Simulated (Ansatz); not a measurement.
The cluster Li₃N₂⁻. The state is a quintet with charge -1. Geometry B3LYP-D4/def2-TZVPD; atoms count from 1.

```xyz
5

Li   -0.270    0.450    1.751
Li    1.228   -1.437    0.055
Li    0.175    0.699   -1.680
N    -0.125   -0.297   -0.038
N    -1.007    0.585   -0.088
```

The highest occupied level of the charge -1 quintet lies above zero (up to 0.36 eV). It is a level of α spin, whose loss leaves a quartet; that state wasn't run at this geometry and level. The electron is either unbound and held by the finite basis, or the level is raised by self-interaction error. At PBE0-D4/def2-TZVPD a broken-symmetry singlet of charge -1 lies 0.24 eV below the quintet, each at its own geometry. The structure comes from a short search, and lower isomers may exist.

(1) Estimate the Mulliken populations from the PBE0/def2-TZVPD orbitals of Ansatz.

(2) Where does the spin sit?

(3) And the Mayer bond orders between bonded heavy atoms (over 0.3)?

## Answers

(1) 
| atom | charge (e) | spin (α − β) |
| --- | --- | --- |
| Li1 | 0.14 | 0.76 |
| Li2 | -0.06 | 0.95 |
| Li3 | 0.14 | 0.76 |
| N4 | -0.29 | 0.42 |
| N5 | -0.93 | 1.10 |
Mulliken values and Mayer orders depend strongly on the basis. With diffuse functions, as here, like atoms can get unlike values, and bond orders can come out too low or too high.

(2) Summed by element: Li 2.48, N 1.52, of 4 unpaired in all. Largest on single atoms: N5 1.10, Li2 0.95, Li1 0.76.

(3) Li1–Li2 0.49 (2.95 Å); Li2–Li3 0.49 (2.95 Å); N4–N5 0.65 (1.25 Å). Values over 0.3 also appear between atoms too far apart for a bond (Li1–Li3 0.54 at 3.47 Å); they arise where an orbital or an unpaired electron spreads over both atoms.
